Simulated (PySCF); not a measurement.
Zn²⁺: excitation energy

Zn²⁺ [Ar] 3d10 (1S) → Zn²⁺ [Ar] 3d9 4s1 (3D), as a difference of total energies. Calculation: PySCF 2.14, in aug-cc-pwCVTZ-PP with ECP10MDF (8s8p7d4f3g, 122 functions); a scalar-relativistic core potential. Correlated levels: valence: 3s2 3p6 frozen; valence and next inner shell: nothing frozen outside the core potential. The calculations carry no spin-orbit coupling.

```csv
method,excitation energy (eV)
UHF,7.992
LDA,9.583
PBE,9.195
PBE0,9.134
r2SCAN,8.789
HSE06,9.074
M06-2X,9.739
MP2 (valence),10.201
MP2 (valence and next inner shell),10.480
SCS-MP2 (valence and next inner shell),10.249
```

Q: Estimate what wB97X-V gives.

A: 9.481 eV, closest to LDA among the rows shown.

Q: Estimate what SCS-MP2 (valence) gives.

A: 10.024 eV, closest to MP2 (valence) among the rows shown.
